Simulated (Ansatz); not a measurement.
Reactions of C4H6, SMILES `C=C=CC`.

Gas-phase electronic energies from Ansatz, PBE0-D4/def2-TZVP geometries. CBS: MP2 limit from def2 TZ/QZ plus the TZ coupled-cluster correction, frozen cores. This one scheme is used for every species. For Ga outer-core shells are correlated without core-valence functions, which leaves a few kJ/mol of doubt a bond. Scalar relativity is left out up to krypton. Each species was taken in one conformer, which may not be the lowest.

Problem. Order these by ΔE at CCSD(T)/CBS, lowest first. (Best estimate.)
A. `C=C=CC` + HCl → `C=C=CCl` + CH₄
B. `C=C=CC` + `[NH2][AlH][OH]` → `C[NH][AlH][OH]` + `C=C=C`
C. `C=C=CC` + `[OH][Ga]([OH])[OH]` → `C[O][Ga]([OH])[OH]` + `C=C=C`
D. `C=C=CC` + H₂ → `C=C=C` + CH₄

Solution. D (-0.63 eV), A (+0.31 eV), B (+0.55 eV), C (+0.73 eV).

Largest T1 diagnostic: 0.014, for `[OH][Ga]([OH])[OH]`.
